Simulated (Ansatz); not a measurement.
System: sum formula AlNO$_{2}$H$_{4}$, charge 0, multiplicity 1. 
Coordinates optimised at B3LYP-D3(BJ)/def2-TZVP (Ansatz, an electronic-structure program):
SMILES: [Al]([NH2])([OH])[OH]
```xyz
8

N     -1.7044    -0.3305     0.1265
Al     0.0216     0.0045    -0.0016
O      1.0682    -1.3204    -0.1589
O      0.6797     1.5706     0.0246
H     -2.0946    -1.2592     0.1110
H     -2.4330     0.3568     0.2238
H      2.0179    -1.2242    -0.2340
H      0.1765     2.3799     0.1092
```

Wanted: vertical triplet-singlet gap (E(triplet) - E(singlet); each state is the SCF solution reached for its spin), in kJ/mol. Correlated levels leave the core frozen unless marked. UHF or UKS for open shells. No spin-orbit coupling. Non-relativistic. Basis-set limits of correlation are two-point, X^-3; Hartree-Fock from the larger set. [CCSD(T)-MP2]/basis is that difference in the basis named.

Level to compare with: RI-MP2/CBS(aug-cc-pV(T+d)Z,aug-cc-pV(Q+d)Z)+[CCSD(T)-MP2]/aug-cc-pV(T+d)Z (Ansatz), 539.6 kJ/mol. It is a level with limits of its own, and the differences hold the functionals' basis error too.

Task: Rank these functionals by how close they come to RI-MP2/CBS(aug-cc-pV(T+d)Z,aug-cc-pV(Q+d)Z)+[CCSD(T)-MP2]/aug-cc-pV(T+d)Z, closest first: PBE/def2-TZVPD (Ansatz); SVWN5/def2-TZVPD (Ansatz); wB97X-V/def2-TZVPD (Ansatz); BHLYP/def2-TZVPD (Ansatz).

Result: wB97X-V/def2-TZVPD (range-separated hybrid with VV10, 552.2 kJ/mol, difference 12.6), BHLYP/def2-TZVPD (global hybrid, 511.5 kJ/mol, difference -28.1), SVWN5/def2-TZVPD (LDA, 492.8 kJ/mol, difference -46.8), PBE/def2-TZVPD (GGA, 479.4 kJ/mol, difference -60.2)
